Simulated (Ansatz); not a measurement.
Steps of a relaxation of C$_{2}$H$_{6}$OZn (`CO[CH2][ZnH]`) with RKS PBE0-D4/def2-TZVP.

```sh
$ ansatz run in.yaml --threads 4 --pin off --events-out ev --progress --plain --max-ram 10444MiB
```

```yaml
crystal:
  periodic: [false, false, false]
  atoms:
    - {symbol: C, position_ang: [-0.718670, 0.719400, 0.969710]}
    - {symbol: O, position_ang: [-0.124200, -0.315790, 0.224900]}
    - {symbol: C, position_ang: [0.621230, 0.144590, -0.929070]}
    - {symbol: Zn, position_ang: [0.860010, -1.818920, -1.050120]}
    - {symbol: H, position_ang: [-1.252460, 0.257550, 1.799430]}
    - {symbol: H, position_ang: [0.041580, 1.406890, 1.360840]}
    - {symbol: H, position_ang: [-1.425150, 1.287860, 0.352450]}
    - {symbol: H, position_ang: [1.406910, 0.829970, -0.592610]}
    - {symbol: H, position_ang: [-0.050530, 0.714560, -1.580160]}
    - {symbol: H, position_ang: [0.641280, -3.226110, -0.555360]}
basis:
  gaussian: {orbitals: def2-TZVP}
hamiltonian: {xc: pbe0, dispersion: d4}
relax: {f_tol: 0.005, max_steps: 150}
```

Positions (Å) and forces (eV/Å) along the path, 10 of 10 steps:

```xyz
10
step=1 energy=-52627.1420 eV
C    -0.719    0.719    0.970   -0.007   -0.161    0.022
O    -0.124   -0.316    0.225   -0.185    0.702    0.190
C     0.621    0.145   -0.929   -0.172   -0.252    0.293
Zn    0.860   -1.819   -1.050   -0.001    0.572   -0.061
H    -1.252    0.258    1.799   -0.051    0.037    0.077
H     0.042    1.407    1.361    0.013    0.005   -0.003
H    -1.425    1.288    0.352   -0.007    0.010   -0.013
H     1.407    0.830   -0.593    0.221   -0.147   -0.104
H    -0.051    0.715   -1.580    0.029   -0.163   -0.235
H     0.641   -3.226   -0.555    0.159   -0.604   -0.167
10
step=2 energy=-52627.2822 eV
C    -0.743    0.765    0.999    0.034   -0.003   -0.050
O    -0.154   -0.278    0.265   -0.041    0.471    0.003
C     0.605    0.124   -0.902   -0.108   -0.223    0.186
Zn    0.846   -1.824   -1.027    0.025   -0.076   -0.023
H    -1.281    0.317    1.835   -0.011    0.031    0.015
H     0.024    1.450    1.382   -0.012    0.032    0.014
H    -1.445    1.331    0.374   -0.013    0.033    0.014
H     1.441    0.780   -0.618   -0.047   -0.125   -0.001
H    -0.033    0.662   -1.618    0.032   -0.121    0.053
H     0.740   -3.327   -0.690    0.142   -0.019   -0.209
10
step=3 energy=-52627.3616 eV
C    -0.757    0.818    1.013    0.060   -0.011   -0.085
O    -0.185   -0.249    0.305   -0.032    0.129    0.028
C     0.587    0.081   -0.869   -0.183   -0.084    0.277
Zn    0.846   -1.854   -1.021    0.087   -0.263   -0.096
H    -1.301    0.390    1.857   -0.005    0.062    0.001
H     0.017    1.499    1.388   -0.006    0.057    0.005
H    -1.454    1.380    0.379   -0.010    0.056    0.004
H     1.437    0.725   -0.608   -0.013   -0.057   -0.016
H    -0.035    0.606   -1.607    0.027   -0.056    0.011
H     0.844   -3.397   -0.837    0.074    0.167   -0.129
10
step=4 energy=-52627.4376 eV
C    -0.765    0.867    1.020    0.062    0.064   -0.097
O    -0.232   -0.254    0.373    0.023    0.096   -0.047
C     0.546    0.025   -0.803   -0.132   -0.211    0.216
Zn    0.875   -1.885   -1.061    0.045   -0.089   -0.054
H    -1.329    0.517    1.885   -0.023   -0.013    0.035
H     0.033    1.540    1.360   -0.019    0.062   -0.007
H    -1.440    1.420    0.352    0.006    0.064    0.011
H     1.412    0.654   -0.564   -0.007    0.035    0.027
H    -0.057    0.536   -1.563   -0.024    0.032    0.015
H     0.957   -3.420   -1.000    0.070   -0.041   -0.098
10
step=5 energy=-52627.4916 eV
C    -0.771    0.916    1.022    0.009    0.081   -0.022
O    -0.275   -0.252    0.434    0.023   -0.009   -0.033
C     0.508   -0.034   -0.741   -0.084   -0.114    0.129
Zn    0.890   -1.922   -1.080    0.045   -0.049   -0.050
H    -1.349    0.628    1.901   -0.007    0.007    0.009
H     0.048    1.579    1.333   -0.015    0.051   -0.005
H    -1.424    1.461    0.326    0.004    0.053    0.008
H     1.382    0.595   -0.519   -0.018    0.012    0.011
H    -0.081    0.477   -1.515   -0.005    0.014    0.021
H     1.072   -3.447   -1.161    0.047   -0.046   -0.068
10
step=6 energy=-52627.5258 eV
C    -0.777    0.967    1.025    0.023   -0.079   -0.024
O    -0.318   -0.251    0.497   -0.029    0.153    0.022
C     0.470   -0.098   -0.678   -0.017   -0.001    0.054
Zn    0.921   -1.962   -1.109   -0.038   -0.067    0.018
H    -1.368    0.739    1.916    0.023    0.019   -0.037
H     0.058    1.624    1.308    0.006   -0.024   -0.017
H    -1.410    1.506    0.305    0.016   -0.023   -0.010
H     1.349    0.534   -0.476   -0.003   -0.031    0.024
H    -0.103    0.416   -1.466   -0.016   -0.043    0.010
H     1.178   -3.475   -1.323    0.034    0.096   -0.040
10
step=7 energy=-52627.5388 eV
C    -0.777    1.006    1.020   -0.012    0.013    0.016
O    -0.362   -0.250    0.562   -0.013   -0.012    0.021
C     0.430   -0.167   -0.610   -0.039    0.240    0.028
Zn    0.914   -1.990   -1.105    0.031   -0.077   -0.036
H    -1.377    0.853    1.919    0.009    0.014   -0.015
H     0.082    1.647    1.268   -0.013   -0.014   -0.006
H    -1.387    1.527    0.266    0.012   -0.011    0.011
H     1.319    0.460   -0.424   -0.009   -0.035   -0.007
H    -0.130    0.343   -1.412    0.014   -0.033    0.008
H     1.288   -3.431   -1.484    0.020   -0.085   -0.019
10
step=8 energy=-52627.5405 eV
C    -0.778    1.010    1.022   -0.004    0.008    0.003
O    -0.365   -0.248    0.566    0.000    0.016   -0.002
C     0.427   -0.162   -0.606    0.010   -0.035   -0.009
Zn    0.919   -1.995   -1.111    0.000   -0.012    0.002
H    -1.380    0.861    1.921    0.001   -0.003    0.000
H     0.082    1.648    1.269   -0.003   -0.003    0.000
H    -1.385    1.530    0.267    0.001   -0.002    0.003
H     1.319    0.458   -0.422    0.005    0.012    0.006
H    -0.133    0.340   -1.412   -0.010    0.011   -0.003
H     1.296   -3.442   -1.493    0.000    0.007   -0.001
10
step=9 energy=-52627.5406 eV
C    -0.779    1.011    1.022    0.007    0.007   -0.012
O    -0.366   -0.246    0.565   -0.001   -0.023    0.008
C     0.427   -0.164   -0.607   -0.006    0.015    0.004
Zn    0.918   -1.997   -1.110   -0.001    0.001    0.000
H    -1.379    0.861    1.922   -0.001   -0.002    0.000
H     0.081    1.650    1.269    0.001    0.002    0.001
H    -1.387    1.531    0.268   -0.002    0.003    0.000
H     1.319    0.457   -0.422    0.002   -0.001   -0.001
H    -0.132    0.340   -1.412    0.002   -0.002   -0.002
H     1.297   -3.443   -1.495   -0.001    0.002    0.001
10
step=10 energy=-52627.5406 eV
C    -0.779    1.011    1.022   -0.001   -0.001    0.002
O    -0.366   -0.247    0.565   -0.001    0.004    0.001
C     0.427   -0.163   -0.606    0.001   -0.002   -0.001
Zn    0.918   -1.997   -1.110    0.001    0.002   -0.002
H    -1.379    0.861    1.921    0.000    0.001    0.000
H     0.082    1.649    1.269    0.000   -0.001   -0.001
H    -1.387    1.531    0.268    0.001   -0.001   -0.001
H     1.319    0.457   -0.421   -0.001   -0.001    0.000
H    -0.133    0.340   -1.412    0.000   -0.001    0.001
H     1.297   -3.442   -1.495   -0.001    0.000    0.001
```

Run time 25 s (4 threads of an Arm Neoverse V2 on a shared host); peak host memory 0.47 GiB.
